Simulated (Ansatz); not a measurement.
`CC[CH2][AlH][CH3]` + H₂ → `CC[CH2][AlH2]` + CH₄ at 600 K and 1 bar (hydrogenolysis of the Al–C bond).

Calculated with Ansatz (gas phase, PBE0-D4/def2-TZVP geometries, no zero-point term in ΔE). CBS: MP2 limit from def2 TZ/QZ plus the TZ coupled-cluster correction, frozen cores. This one scheme is used for every species. One conformer a species, not always the lowest.

```
            species  CCSD(T)/CBS energy (Eh)  H − E (kJ/mol)  S (J/(mol·K))
`CC[CH2][AlH][CH3]`               -400.85199           432.9          500.6
                 H₂                 -1.17544            43.9          150.8
    `CC[CH2][AlH2]`               -361.57379           341.2          436.4
                CH₄                -40.46206           140.4          215.7
```

H − E and S are ideal-gas, rigid-rotor, harmonic terms from PBE0-D4/def2-TZVP, for one conformer and one mirror image of each species. For small species the MP2-based limit differs from directly extrapolated CCSD(T) by up to some mEh (0.8 for H₂); such offsets cancel only in part. 1 Eh = 2625.50 kJ/mol, R = 8.31446 J/(mol·K).

**Question.** By hand: ΔE, ΔH, ΔS and ΔG.

**Answer.** ΔE = (-361.57379) + (-40.46206) − (-400.85199) − (-1.17544) = -0.00842 Eh = -22.1 kJ/mol. Δ(H − E) = 341.2 + 140.4 − 432.9 − 43.9 = 4.8, so ΔH = -17.3 kJ/mol. ΔS = 436.4 + 215.7 − 500.6 − 150.8 = 0.7 J/(mol·K). ΔG = -17.3 − 600 × (0.7)/1000 = -17.7 kJ/mol.

**Question.** By hand: the equilibrium constant, and the temperature at which ΔG would vanish if ΔH and ΔS stayed fixed.

**Answer.** log₁₀ K = −ΔG/(RT ln 10) = 1.5. ΔH and −TΔS have one sign here, so there is no such temperature. One of them is within its doubt of zero, so this could turn.

The number of gas molecules stays the same, so ΔS is small and ΔH decides. A doubt of 5 kJ/mol in ΔE shifts log₁₀ K by 0.4 here. Other conformers and mirror images would add mixing entropy, several J/(mol·K) or more a flexible species. Modes under 60 cm⁻¹, often nearly free rotors, make the harmonic entropy too high. These are equilibria of isolated gas molecules and say nothing of rates. Largest T1 diagnostic: 0.009 (customary marks: 0.02 for closed shells, 0.045 for open ones).
